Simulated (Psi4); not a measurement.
Hf, charge +1, doublet (a state made from the parent by changing its charge; the spin is typed, not shown lowest) (core potentials on Hf).

Psi4 was given this input:
```
memory 2 GB

molecule mol {
1 2
  Hf    0.000000    0.000000    0.000000
}

set basis def2-sv(p)
set reference uhf

energy('scf')
print_variables()
```

Question: What <S^2> does HF/def2-SV(P) run with Psi4 give?

Answer: 0.765

Question: Estimate the number of basis functions that HF/def2-SV(P) returns for this input.

Answer: 25

Question: What is the computed total energy (HF/def2-SV(P))?

Answer: -47.0217 Eh

These values belong to the state on which the SCF converged, which isn't shown to be the lowest.
